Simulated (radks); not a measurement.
Values are calculated unless marked as measured or tabulated.
Question: Species: Mo4+. Configuration: [Kr] 4d2 (the NIST ground configuration). Level of theory: Dirac Kohn-Sham, PBE, spin-unpolarised, spherical densities, finite nucleus; open shells fill j = l - 1/2 first; Fermi nuclear charge, rms radius 4.4091 fm (a radial shooting solver on a logarithmic mesh with Libxc functionals). Some entries of the table are withheld. Estimate them.

orbital,occ.,eigenvalue (eV),<1/r> (bohr^-1),r(max) (bohr)
1s1/2,2,-19861.21,43.55,0.02287
2s1/2,2,-2846.825,9.913,0.1297
2p1/2,2,-2622.823,9.888,0.1009
2p3/2,4,-2516.270,9.415,0.1048
3s1/2,2,-524.9495,3.392,0.3837
3p1/2,2,-439.7274,3.291,0.3709
3p3/2,4,-422.1673,3.177,0.3802
3d3/2,4,-271.5946,2.989,0.3209
3d5/2,6,-268.2672,2.959,0.3236
4s1/2,2,-111.1933,1.257,0.9836
4p1/2,2,-86.4024,(1),1.043
4p3/2,4,-83.7347,(2),1.067
4d3/2,2,-46.4453,0.8658,(3)
4d5/2,0,-46.1209,0.8594,(4)

Answer: 
(1) 4p1/2 <1/r> (bohr^-1): 1.147
(2) 4p3/2 <1/r> (bohr^-1): 1.116
(3) 4d3/2 r(max) (bohr): 1.269
(4) 4d5/2 r(max) (bohr): 1.277
